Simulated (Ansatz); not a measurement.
`CB(N)F` + HBr → `NB(F)Br` + CH₄ at 298.15 K and 1 bar (ligand exchange at a B–C bond).

Program: Ansatz. Geometries: PBE0-D4/def2-TZVP. ΔE: electronic, gas phase. CCSD(T)/CBS is the MP2 limit (def2-TZVPP, def2-QZVPP) plus CCSD(T) − MP2 in def2-TZVPP, frozen cores. This one scheme is used for every species. For Br outer-core shells are correlated without core-valence functions, which leaves a few kJ/mol of doubt a bond. Scalar relativity is left out up to krypton. One conformer a species, not always the lowest.

| species | CCSD(T)/CBS energy (Eh) | H − E (kJ/mol) | S (J/(mol·K)) |
| --- | --- | --- | --- |
| `CB(N)F` | -220.47660 | 202.3 | 296.3 |
| HBr | -2573.91920 | 24.6 | 198.6 |
| `NB(F)Br` | -2753.96125 | 106.2 | 300.5 |
| CH₄ | -40.46206 | 127.4 | 186.2 |

H − E and S are ideal-gas, rigid-rotor, harmonic terms from PBE0-D4/def2-TZVP, for one conformer and one mirror image of each species. 1 Eh = 2625.50 kJ/mol, R = 8.31446 J/(mol·K).

Question: By hand: ΔE, ΔH, ΔS and ΔG.

Answer: ΔE = (-2753.96125) + (-40.46206) − (-220.47660) − (-2573.91920) = -0.02751 Eh = -72.2 kJ/mol. Δ(H − E) = 106.2 + 127.4 − 202.3 − 24.6 = 6.7, so ΔH = -65.5 kJ/mol. ΔS = 300.5 + 186.2 − 296.3 − 198.6 = -8.2 J/(mol·K). ΔG = -65.5 − 298.15 × (-8.2)/1000 = -63.1 kJ/mol.

Question: By hand: the equilibrium constant, and the temperature at which ΔG would vanish if ΔH and ΔS stayed fixed.

Answer: log₁₀ K = −ΔG/(RT ln 10) = 11.1. ΔG = 0 at ΔH/ΔS = 7988 K, far beyond where these terms or the molecules hold.

The number of gas molecules stays the same, so ΔS is small and ΔH decides. A doubt of 5 kJ/mol in ΔE shifts log₁₀ K by 0.9 here. Other conformers and mirror images would add mixing entropy, several J/(mol·K) or more a flexible species. These are equilibria of isolated gas molecules and say nothing of rates. Largest T1 diagnostic: 0.011 (customary marks: 0.02 for closed shells, 0.045 for open ones).
